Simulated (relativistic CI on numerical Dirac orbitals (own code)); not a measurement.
**Ligand-field terms of d3**

Computed with a parametric ligand-field model of a d^n configuration (Racah B and C, spin-orbit zeta, crystal field), exact diagonalisation.

Field parameters in Wybourne normalisation: Oh B⁴₀ = 21Dq, B⁴₄ = √(5/14) B⁴₀; Td as Oh with Dq negative (B⁴₀ = 21Dq, B⁴₄ = √(5/14) B⁴₀). The field is a parameter set, without covalency.

Task: Ground term and bands for B = 1000, C = 4470, ζ = 0 cm⁻¹, Td, 10Dq = -11800 cm⁻¹?

Result: Ground term 4T1 with 1.93 electrons in the two orbitals of the cubic e set. Spin-allowed: 4T2 10407 cm⁻¹ (961 nm), 4A2 22207 cm⁻¹ (450 nm), 4T1 24013 cm⁻¹ (416 nm). Lowest spin-forbidden: 2E 9056 cm⁻¹ (1104 nm), 2T1 18628 cm⁻¹ (537 nm), 2T2 19180 cm⁻¹ (521 nm).

Task: Ground term and bands for B = 990, C = 3970, ζ = 0 cm⁻¹, Oh, 10Dq = 16950 cm⁻¹?

Result: Ground term 4A2 with 0.00 electrons in the two orbitals of the cubic e set. Spin-allowed: 4T2 16950 cm⁻¹ (590 nm), 4T1 25678 cm⁻¹ (389 nm), 4T1 40022 cm⁻¹ (250 nm). Lowest spin-forbidden: 2E 18905 cm⁻¹ (529 nm), 2T1 19855 cm⁻¹ (504 nm), 2T2 27554 cm⁻¹ (363 nm). With an A2 ground term the first spin-allowed band lies at |10Dq| itself.

Task: Ground term and bands for B = 630, C = 3010, ζ = 0 cm⁻¹, Oh, 10Dq = 16150 cm⁻¹?

Result: Ground term 4A2 with 0.00 electrons in the two orbitals of the cubic e set. Spin-allowed: 4T2 16150 cm⁻¹ (619 nm), 4T1 22489 cm⁻¹ (445 nm), 4T1 35411 cm⁻¹ (282 nm). Lowest spin-forbidden: 2E 13701 cm⁻¹ (730 nm), 2T1 14247 cm⁻¹ (702 nm), 2T2 20609 cm⁻¹ (485 nm). With an A2 ground term the first spin-allowed band lies at |10Dq| itself.

Task: A d3 ion in Oh symmetry has the ground term 4A2 and bands at 2E 17267 cm⁻¹ (579 nm), 2T1 17893 cm⁻¹ (559 nm), 2T2 27131 cm⁻¹ (369 nm), 4T2 33250 cm⁻¹ (301 nm), 4T1 42186 cm⁻¹ (237 nm), 4T1 69864 cm⁻¹ (143 nm). Which parameters reproduce them?

Result: B = 820, C = 3640, ζ = 0 cm⁻¹, Oh, 10Dq = 33250 cm⁻¹.

Task: Ground term and bands for B = 770, C = 3100, ζ = 0 cm⁻¹, Oh, 10Dq = 21700 cm⁻¹?

Result: Ground term 4A2 with 0.00 electrons in the two orbitals of the cubic e set. Spin-allowed: 4T2 21700 cm⁻¹ (461 nm), 4T1 29614 cm⁻¹ (338 nm), 4T1 47036 cm⁻¹ (213 nm). Lowest spin-forbidden: 2E 15037 cm⁻¹ (665 nm), 2T1 15716 cm⁻¹ (636 nm), 2T2 23066 cm⁻¹ (434 nm). With an A2 ground term the first spin-allowed band lies at |10Dq| itself.
